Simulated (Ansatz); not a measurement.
Relaxing a trial structure of Cl3H3OSiSn

The starting geometry of this gas-phase singlet was optimised with GFN2-xTB; its bonds are those of `O[SiH2][Sn]([Cl])([Cl])[Cl]`.

```xyz
9

Cl    2.8652    3.7795   -3.1352
Cl    2.6327    0.1927   -2.2102
Cl    3.7360    2.7001    0.3085
O    -0.6185    1.8180    0.3309
Si   -0.3712    2.8903   -0.8252
Sn    2.1387    2.3515   -1.3924
H    -1.4049    1.6442    0.8439
H    -1.1109    2.6197   -2.0502
H    -0.3759    4.2707   -0.3621
```

Predict what it relaxes into with PBE0-D4/def2-SVP.

It keeps its bonds, and is `O[SiH2][Sn]([Cl])([Cl])[Cl]`.

The energy falls by 0.15 eV over 8 steps:

```
step  E − E(last) (eV)
   1             0.151
   2             0.098
   3             0.026
   4             0.006
   5             0.002
   6             0.000
   7             0.000
   8             0.000
```

Final geometry (Å):

```tsv
atom	x (Å)	y (Å)	z (Å)
Cl	2.8713	3.8027	-3.1557
Cl	2.5582	0.1987	-2.2004
Cl	3.6693	2.7175	0.3349
O	-0.5727	1.7405	0.3902
Si	-0.2806	2.8382	-0.8153
Sn	2.1700	2.3755	-1.4306
H	-1.4425	1.7084	0.8007
H	-1.1045	2.6249	-2.0405
H	-0.3773	4.2603	-0.3752
```

No frequencies were run, so the end isn't proven a minimum. Atoms past krypton carry core potentials, without spin–orbit terms. Run with Ansatz 0.2.0, 30 s on 2 threads of Arm Neoverse V2, on a shared host.
